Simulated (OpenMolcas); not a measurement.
## V3+: effect of the ligand basis

V3+ with 4 ligands (bromide) in tetrahedral coordination (Td) at 2.42 Å. A charge of +0.25 e stands 2.8 Å behind each ligand.

```yaml
Program: OpenMolcas
Method: CASSCF
Spin-orbit_coupling: state interaction with AMFI integrals over the reference wave functions
```

Fixed: metal basis ANO-RCC-VTZP, active space 2 electrons in 5 orbitals (3d), DKH2 Hamiltonian.

States (labels of Td). Energies in cm-1 above the lowest state or level, χT in cm3 K/mol.

| Run | Ligand basis | Ground state | First state of that spin | First gap with spin-orbit (degeneracies) | χT at 300 K | First state of another spin | Cost |
| --- | --- | --- | --- | --- | --- | --- | --- |
| A | ANO-RCC-VDZP | 3A2 | 3T2 4881 | 4876 (3, 2) | 0.990 | 1E 13679 | roughly 100 core-seconds |
| B | ANO-RCC-VTZP | 3A2 | 3T2 4904 | 4900 (3, 2) | 0.990 | 1E 13710 | roughly 5 core-minutes |

Against A, the first state of the same spin changes by +0.5 % in B.

Costs are those of the RASSCF and RASSI steps.

Without dynamic correlation the repulsion within the d shell is too large (B by tens of per cent), so at a given field states of lower spin stand too high. Ligand-to-metal charge-transfer states are missing. With no ligand orbital active B as a rule stays too high, so bands that hang on it stand too high and its fall with covalency is understated. With metal d orbitals alone and no dynamic correlation the field as a rule comes out too small, by tens of per cent, by up to half for chloride and softer ligands. No measured value stands beside these numbers; the geometry is a model, was not optimised and need not be the one that this ion takes.
